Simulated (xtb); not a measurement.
Si(vinyl)(OMe)3 (C5H12O3Si), SMILES C=C[Si](OC)(OC)OC. All values are semi-empirical tight-binding results from xtb (GFN2-xTB unless named), good for trends rather than for accurate numbers. The structure is a stationary point at GFN2-xTB. The isomer is the one that the SMILES or the coordinates give; other isomers of the formula were not compared. One conformer was computed; it need not be the lowest.

Computed properties:
The orbital gap is 4.72 eV and the dipole moment is 1.11 D. The zero-point energy comes out as 104.0 kcal/mol, the G − E(el) at 298.15 K (modified RRHO) comes out as 78.1 kcal/mol and the static polarisability (D4 model) is 105.0 bohr³. The solvation energy, GFN2-xTB/ALPB(water) is -3.0 kcal/mol and the solvation energy, GFN2-xTB/ALPB(ch2cl2) is -8.9 kcal/mol.
